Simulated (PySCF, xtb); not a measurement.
C3H7BF2O, SMILES [C@H](B(O)F)(CC)F.

xtb with GFN2-xTB at its own geometry gives an orbital gap of 5.82 eV and a dipole moment of 4.78 D.

Coordinates come from a B3LYP-D3(BJ)/def2-SVP optimisation. The structure was generated by enumeration; whether it is a known compound was not checked. The values are those of a single conformer.

What does PySCF with PBE/def2-TZVP give? (An estimate is asked for; the answer gives what the named calculation found.)

gap 6.45 eV (levels -7.13 and -0.68 eV), dipole 3.54 D.
